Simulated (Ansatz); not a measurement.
```xyz
14

O     0.466   -1.834   -2.222
Si    0.015   -1.378   -0.716
O    -1.625   -1.380   -0.667
C     0.639    0.329   -0.263
Si    0.099    0.963    1.386
O     0.451    2.530    1.663
F    -1.503    0.763    1.423
H    -0.094   -1.554   -2.948
H     0.619   -2.381    0.192
H    -2.038   -0.805   -0.016
H     1.734    0.326   -0.302
H     0.290    1.025   -1.038
H     0.649    0.221    2.535
H     0.296    3.176    0.972
```

Charge 0, multiplicity 1.

(1) List the ωB97M-V/def2-TZVPP orbital energies in eV (Ansatz 0.2.0). (Estimate.)

Results:

(1) Ansatz gave: Occupied: -1808.28, -1807.67, -677.61, -526.58, -526.09, -526.04, -281.15, -149.18, -148.59, -103.35, -103.29, -103.26, -102.74, -102.71, -102.68, -36.16, -31.37, -31.18, -30.57, -22.79, -19.00, -18.56, -17.20, -17.02, -15.83, -15.64, -14.81, -14.73, -14.13, -13.54, -13.27, -12.76, -12.66, -12.37, -12.13, -11.59, -10.58. Lowest empty: 1.84, 2.42, 2.47, 2.64, 3.37, 3.54, 4.12, 4.23.
